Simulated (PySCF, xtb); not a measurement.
Si(F)(Br)(Me)(OH) (CH4BrFOSi), SMILES C[Si](O)(F)Br. The values are those of a single conformer.

Harmonic wavenumbers (cm⁻¹) from GFN2-xTB (xtb) at its own minimum, in rising order: 66, 130, 159, 198, 208, 235, 275, 424, 734, 750, 820, 841, 874, 971, 1385, 1464, 1466, 3040, 3047, 3051, 3646.

**Question.** What does PBE0-D3(BJ)/def2-SVP in PySCF give at its own minimum? (The exact figures need the calculation; the answer reports its results.)

**Answer.** 127, 153, 183, 239, 242, 285, 331, 442, 719, 763, 789, 830, 916, 979, 1277, 1419, 1422, 3071, 3181, 3188, 3931. Paired by order, the mean absolute difference is 58 cm⁻¹ and the zero-point energies are 34.0 and 35.0 kcal/mol.
